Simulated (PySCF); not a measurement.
## Radial density of Kr²⁺ (krypton, charge +2)

UHF, [Ar] 3d10 4s1 4p4 4d1, one real determinant (an excited configuration). Calculation: PySCF 2.14, in aug-cc-pwCVTZ-PP with ECP10MDF (8s7p6d4f1g, 96 functions); scalar relativity through the core potential. This is the valence pseudo-density: the core potential removes the inner electrons and smooths the orbitals near the nucleus.

```json
{"r (bohr)": "0.000574", "4πr²ρ (e/bohr)": "5.193e-05", "4πr²(ρα − ρβ)": "0.0000"}
{"r (bohr)": "0.000966", "4πr²ρ (e/bohr)": "0.0001465", "4πr²(ρα − ρβ)": "0.0000"}
{"r (bohr)": "0.00162", "4πr²ρ (e/bohr)": "0.0004114", "4πr²(ρα − ρβ)": "0.0000"}
{"r (bohr)": "0.00273", "4πr²ρ (e/bohr)": "0.001140", "4πr²(ρα − ρβ)": "0.0001"}
{"r (bohr)": "0.00460", "4πr²ρ (e/bohr)": "0.003048", "4πr²(ρα − ρβ)": "0.0003"}
{"r (bohr)": "0.00773", "4πr²ρ (e/bohr)": "0.007507", "4πr²(ρα − ρβ)": "0.0008"}
{"r (bohr)": "0.0130", "4πr²ρ (e/bohr)": "0.01615", "4πr²(ρα − ρβ)": "0.0018"}
{"r (bohr)": "0.0219", "4πr²ρ (e/bohr)": "0.03072", "4πr²(ρα − ρβ)": "0.0034"}
{"r (bohr)": "0.0368", "4πr²ρ (e/bohr)": "0.05226", "4πr²(ρα − ρβ)": "0.0050"}
{"r (bohr)": "0.0619", "4πr²ρ (e/bohr)": "0.1557", "4πr²(ρα − ρβ)": "0.0066"}
{"r (bohr)": "0.104", "4πr²ρ (e/bohr)": "1.087", "4πr²(ρα − ρβ)": "0.0155"}
{"r (bohr)": "0.175", "4πr²ρ (e/bohr)": "6.654", "4πr²(ρα − ρβ)": "0.0874"}
{"r (bohr)": "0.295", "4πr²ρ (e/bohr)": "24.78", "4πr²(ρα − ρβ)": "0.4757"}
{"r (bohr)": "0.495", "4πr²ρ (e/bohr)": "35.05", "4πr²(ρα − ρβ)": "0.3531"}
{"r (bohr)": "0.833", "4πr²ρ (e/bohr)": "10.88", "4πr²(ρα − ρβ)": "0.4758"}
{"r (bohr)": "1.40", "4πr²ρ (e/bohr)": "4.617", "4πr²(ρα − ρβ)": "2.7514"}
{"r (bohr)": "2.36", "4πr²ρ (e/bohr)": "1.751", "4πr²(ρα − ρβ)": "1.1345"}
{"r (bohr)": "3.97", "4πr²ρ (e/bohr)": "0.1303", "4πr²(ρα − ρβ)": "0.1043"}
{"r (bohr)": "6.67", "4πr²ρ (e/bohr)": "0.0009784", "4πr²(ρα − ρβ)": "0.0010"}
```

⟨L²⟩ = 8.05 against 12 for a pure F term, so this real determinant mixes terms. Energies and moments cover only the electrons outside the core potential. The outer electron is Rydberg-like, and this basis confines it to a smaller radius and binds it less than a complete one would.
